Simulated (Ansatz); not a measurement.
Basis sets compared for the cluster ZrGe₁₀. Total charge 0; singlet. Geometry r2SCAN-D4/def2-SVP. Ansatz on 2 threads of AMD EPYC 7R13 on a shared host and a share (18 GiB) of an NVIDIA H100 80GB HBM3; times are rough, and most runs start from earlier orbitals.

```xyz
11

Zr    0.8878   -0.4288    1.3598
Ge   -2.8523   -2.0481   -0.4430
Ge    3.1313    0.6014   -0.7873
Ge   -0.8690   -2.4284    1.0632
Ge   -0.4774    2.1139    1.1263
Ge    2.0673    2.0644    1.0443
Ge    1.7376   -1.4809   -1.0431
Ge    0.8068    1.4318   -1.1839
Ge   -1.9759   -0.1154    1.2297
Ge   -1.7682    1.3545   -1.1542
Ge   -0.6882   -1.0643   -1.2117
```

In the def2 sets Zr takes a core potential; there is no spin–orbit coupling. Single mean-field runs in def2-TZVP are fitted with def2-universal-jkfit. The restricted singlet is unstable towards broken spin symmetry in Hartree–Fock (as tested in another run); at PBE-D4/def2-SVP, PBE0-D4/def2-SVP, PBE0-D4/def2-TZVP this wasn't settled. No other spin state of charge 0 was run. Another isomer (singlet) lies 0.69 eV lower at PBE0-D4/def2-TZVP; other spin states weren't run for this one.

Binding counts from free atoms (Zr triplet, Ge triplet) in the same basis, without a counterpoise term.

```csv
level,functions,energy (Eh),HOMO (eV),LUMO (eV),binding per atom (eV),wall time
PBE-D4/def2-SVP,351,-20811.7241,-4.63,-3.75,–,4.9 s
PBE0-D4/def2-SVP,351,-20812.1706,-5.30,-3.30,3.34,6.5 s
```

**Question.** Estimate the rows for PBE-D4/def2-TZVP (with forces), PBE0-D4/def2-TZVP.

**Answer.** 
| level | functions | energy (Eh) | HOMO (eV) | LUMO (eV) | binding per atom (eV) | wall time |
| --- | --- | --- | --- | --- | --- | --- |
| PBE-D4/def2-TZVP (with forces) | 520 | -20814.3546 | -4.56 | -3.69 | – | 6.5 s |
| PBE0-D4/def2-TZVP | 520 | -20814.7989 | -5.21 | -3.21 | 3.38 | 11 s |
